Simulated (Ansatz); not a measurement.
`NC[NH][InH2]`, 11 atoms. The species carries charge 0 and has multiplicity 1. Correlated methods include outer-core shells of In, which these sets cover unevenly. In takes the def2 core potential. All runs use 4 threads of an Intel Xeon 6975P-C on a shared host. Correlated methods freeze the cores.

Give the basis size and wall time and peak host memory of each of these runs in Ansatz. RHF-CCSD(T)/def2-SVP energy; RKS r2SCAN-D4/def2-TZVPP energy and forces; RKS PBE0-D4/def2-TZVP relaxation (9 steps); RKS PBE0-D4/def2-TZVPP energy; RKS ωB97X-V/def2-TZVPP energy; RKS PBE0-D4/def2-QZVPP energy; RKS PBE0-D4/def2-SVP energy; RKS PBE0-D4/def2-TZVP frequencies; RKS ωB97M-V/def2-SVP energy; RKS ωB97M-V/def2-QZVPP energy; RHF-CCSD(T)/def2-TZVPP energy; RHF-MP2/def2-QZVPP energy. (An estimate is asked.)

Computed: Other jobs shared the machine, so times are rough.

```tsv
level	job	functions	wall time	peak host memory (GiB)
RKS PBE0-D4/def2-SVP	energy	103	0.55 s	0.43
RKS ωB97M-V/def2-SVP	energy	103	1.6 s	0.43
RKS PBE0-D4/def2-TZVPP	energy	241	1.6 s	0.57
RKS r2SCAN-D4/def2-TZVPP	energy and forces	241	2.3 s	0.33
RHF-CCSD(T)/def2-SVP	energy	103	3.1 s	0.54
RKS ωB97X-V/def2-TZVPP	energy	241	3.7 s	0.72
RKS PBE0-D4/def2-QZVPP	energy	463	4.2 s	1.6
RKS ωB97M-V/def2-QZVPP	energy	463	9 s	1.9
RHF-MP2/def2-QZVPP	energy	463	11 s	2.9
RKS PBE0-D4/def2-TZVP	relaxation (9 steps)	185	16 s	0.51
RHF-CCSD(T)/def2-TZVPP	energy	241	41 s	5.8
RKS PBE0-D4/def2-TZVP	frequencies	185	78 s	0.51
```
